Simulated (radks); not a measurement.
Results of a calculation; reference values are marked as such.
Problem. Species: C III. Configuration: [He] 2s1 2p1 (not the ground configuration). Code: a radial shooting solver on a logarithmic mesh with Libxc functionals. Model: scalar-relativistic Kohn-Sham, r2SCAN, spin-polarised, spherical densities, finite nucleus; open shells are filled with parallel spins first; meta-GGA in the generalised Kohn-Sham scheme; Fermi nuclear charge, rms radius 2.4702 fm. Some entries of the table are withheld. Estimate them.

| orbital | occ. | eigenvalue (eV) | r(max) (bohr) | <r> (bohr) |
|---|---|---|---|---|
| 1s up | 1 | -312.0903 | 0.1738 | 0.2695 |
| 1s down | 1 | -310.4895 | 0.1739 | 0.2690 |
| 2s up | 1 | -42.8231 | 1.120 | (1) |
| 2p up | 1 | -33.1273 | 1.032 | (2) |

Solution. 
(1) 2s up <r> (bohr): 1.347
(2) 2p up <r> (bohr): 1.314
